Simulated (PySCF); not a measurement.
## [TlI2]+: one run

[TlI2]+ (singlet). PySCF 2.14.0, RKS B3LYP, Tl def2-SVP with ECP60, I def2-SVP with ECP28; non-relativistic Hamiltonian with scalar-relativistic core potentials where named; density fitting; no spin-orbit coupling. Purpose: singlet excitations, Tamm-Dancoff B3LYP.

```python
mol = gto.M(atom='''
Tl     0.00000    -0.00000    -0.00000
I      0.00000    -0.00000     2.66070
I      0.00000     0.00000    -2.66070''',
    basis={'Tl': 'def2-SVP', 'I': 'def2-SVP'},
    ecp={'Tl': 'def2-SVP', 'I': 'def2-SVP'},
    charge=1, spin=0)
mf = dft.RKS(mol, xc='B3LYP')
mf.grids.atom_grid = (50, 194)
mf = mf.density_fit()  # fitting sets: Tl def2-universal-JKFIT, I def2-universal-JKFIT
mf.conv_tol = 1e-08; mf.max_cycle = 55
mf.kernel(dm0)  # dm0: converged density of the relaxed state
td = mf.TDA(); td.nstates = 8; td.kernel()
```

Run from Python with OMP_NUM_THREADS=2; the lines above give its settings. Where DIIS fails, smearing, a level shift and second-order steps follow.
It took 6 s on 2 threads of Arm Neoverse V1 (shared host), from an already converged density.

(1) Where do the frontier levels lie, over both spins?

(2) What are the Mulliken charges and spins?

(3) Which singlet excitations follow (Tamm-Dancoff, 8 states)?

The geometry was relaxed with B3LYP (Tl def2-SVP with ECP60, I def2-SVP with ECP28).

## Answers

(1) HOMO -12.56 eV, LUMO -9.50 eV. 

(2) 
| atom | charge (e) | spin (e) |
| --- | --- | --- |
| Tl1 | 0.567 | 0.000 |
| I2 | 0.216 | 0.000 |
| I3 | 0.216 | 0.000 |

(3) 
| state | eV | oscillator strength |
| --- | --- | --- |
| 1 | 2.19 | 0.0000 |
| 2 | 2.19 | 0.0000 |
| 3 | 2.52 | 0.0029 |
| 4 | 2.52 | 0.0029 |
| 5 | 4.46 | 0.0465 |
| 6 | 4.57 | 0.0000 |
| 7 | 4.63 | 0.0000 |
| 8 | 4.63 | 0.0000 |
Functionals without range separation put charge-transfer states too low; the basis has no diffuse functions.
